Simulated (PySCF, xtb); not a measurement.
1,1-dichlorobuta-1,3-diene (C4H4Cl2), SMILES C=CC=C(Cl)Cl. The values are those of a single conformer.

Harmonic wavenumbers (cm⁻¹) from GFN2-xTB in xtb at its own minimum, in rising order: 112, 143, 191, 252, 362, 409, 425, 635, 648, 811, 837, 890, 951, 1012, 1176, 1220, 1287, 1403, 1610, 1654, 3075, 3087, 3107, 3142.

Task: What does PySCF with B3LYP-D3(BJ)/def2-SVP give at its own minimum? (Estimate from the structure and the level; the computed values follow.)

Result: 130, 158, 204, 277, 388, 426, 470, 666, 674, 891, 903, 939, 964, 1034, 1201, 1267, 1310, 1431, 1645, 1700, 3141, 3174, 3182, 3242. Paired by order, the mean absolute difference is 41 cm⁻¹ and the zero-point energies are 40.7 and 42.1 kcal/mol.
